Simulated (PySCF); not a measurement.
# What a mistake does to a calculation on AlClH4N2

Calculated results; nothing here was measured. They come from PySCF 2.14.0, an open-source quantum chemistry program, on an isolated molecule that a program drew, which may never have been made. The molecule is AlClH4N2 (charge 0, singlet), drawn as the SMILES string `[NH2][Al]([NH2])[Cl]`.

Each row is a Hartree-Fock (HF) and frozen-core CCSD(T) single point in the cc-pV(D+d)Z basis, meant for a local HF minimum. Run 1 is clean. Each other run has one planted mistake out of seven kinds, and not every kind appears here: one electron removed, one electron added, multiplicity raised by two, geometry at a saddle point, minimal basis STO-3G, one bond length entered in bohr, all coordinates scaled. The reference is restricted for singlets and unrestricted otherwise, and also for a bond in bohr. Adding or removing an electron swaps singlet and doublet. Electrons count all cores. HOMO and LUMO are orbital energies over both spins, the gradient is its largest component, and the lowest frequency (negative if imaginary) is given only where the gradient is small. Bond lengths are over the 7 bonds as drawn. T1 is the CCSD diagnostic: over 0.02 (restricted) or 0.045 (unrestricted) a single reference is doubtful.

Geometry of the clean run:
```xyz
8
AlClH4N2, angstrom
N     1.4520    3.0067   -1.5086
Al    0.4318    1.6283   -1.1423
N     0.9278    0.3026   -0.1071
Cl   -1.5035    1.5608   -1.9963
H     2.3827    3.1549   -1.1681
H     1.1795    3.7710   -2.0968
H     1.8137    0.2173    0.3533
H     0.3540   -0.4898    0.1102
```

```
run,electrons,basis functions,<S^2>,HOMO (eV),LUMO (eV),gradient (hartree/bohr),lowest frequency (cm^-1),mean bond (Å),longest bond (Å),T1,HF (hartree),CCSD(T) (hartree),mistake
1,48,94,0.000,-10.62,3.41,3.5e-05,182,1.3760,2.116,0.0105,-812.82028,-813.41148,no fault
2,48,32,0.000,-8.11,9.74,3.6e-02,-,1.3760,2.116,0.0131,-803.56749,-803.71344,minimal basis STO-3G
3,48,94,0.000,-10.55,3.11,2.6e-02,-,1.4187,2.182,0.0115,-812.81264,-813.40897,all coordinates scaled
4,47,94,0.759,-15.48,-6.76,9.2e-02,-,1.3760,2.116,0.0623,-812.50692,-813.06730,one electron removed
5,48,94,0.879,-8.04,-0.54,1.5e-02,-,1.6450,4.000,0.0545,-812.67229,-813.24656,?
6,49,94,0.756,2.54,8.11,6.4e-02,-,1.3760,2.116,0.0674,-812.70840,-813.32189,?
```

**Which mistake was planted in run 5, and what did it cost?**

The mean bond changes by a factor of 1.195 and the longest by 1.890, so the molecule wasn't scaled as a whole. A length L in bohr read as angstrom grows by (1/0.5292 - 1) L = 0.890 L. The 7 bonds together grew by 7 x 0.2690 = 1.883 Å, which gives L = 2.116 Å. That is bond Al2-Cl4, 2.116 Å in the clean geometry. So the mistake is: one bond length entered in bohr. Subtracting run 1 and multiplying by 627.51 kcal/mol a hartree, the energy moved by 92.9 kcal/mol in HF and 103.5 kcal/mol in CCSD(T).

**Which mistake was planted in run 6, and what did it cost?**

It counts 49 electrons, one more than the clean run, at the same geometry and basis. So the mistake is: one electron added. Subtracting run 1 and multiplying by 627.51 kcal/mol a hartree, the energy moved by 70.2 kcal/mol in HF and 56.2 kcal/mol in CCSD(T).

Cautions from the logs. Run 4: T1 is over the limit, so its CCSD(T) energy is less reliable; run 5: T1 is over the limit, so its CCSD(T) energy is less reliable; run 6: T1 is over the limit, so its CCSD(T) energy is less reliable and the HOMO is above zero, so the electron isn't bound and the energy depends on the basis.
